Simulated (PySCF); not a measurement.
**C₆ coefficients of unlike pairs at TPSSh**

Calculated with PySCF 2.14 from the dipole response of each species, C₆(A,B) = (3/π) ∫ α_A(iu) α_B(iu) du, in atomic units, from isotropic polarisabilities. For ions this is the dispersion term alone; charge-induced terms of lower order in 1/R come first.

| species | configuration | basis | relativity | α (bohr³) | C₆ (like pair) |
| --- | --- | --- | --- | --- | --- |
| N | [He] 2s2 2p3 (4S) | aug-cc-pVDZ (4s3p2d) | none | 7.307 | 24.88 |
| Sn³⁺ | [Kr] 4d10 5s1 (2S) | x2c-QZVPPall with one added diffuse shell each of s, p, d, f type (14s10p8d5f1g) | spin-free X2C | 9.551 | 38.74 |
| Ar | [Ar] (1S) | aug-cc-pCVTZ-DK (8s7p5d3f) | spin-free X2C | 11.12 | 65.99 |
| Ne²⁺ | [He] 2s2 2p4 (3P) | aug-cc-pwCVQZ (9s8p6d4f2g) | none | 0.8573 | 1.093 |

Task: Estimate C₆ for Ar with Sn³⁺.

Result: The integral gives 49.86. The combination rule 2 C_A C_B / (C_A α_B/α_A + C_B α_A/α_B) gives 50.23 and the geometric mean 50.56.

No spin-orbit coupling is included.

The other pairs:

```
      pair     C₆
   Sn³⁺, N  30.67
   Ne²⁺, N  4.551
  Ne²⁺, Ar  7.513
     Ar, N  40.47
Ne²⁺, Sn³⁺  5.959
```
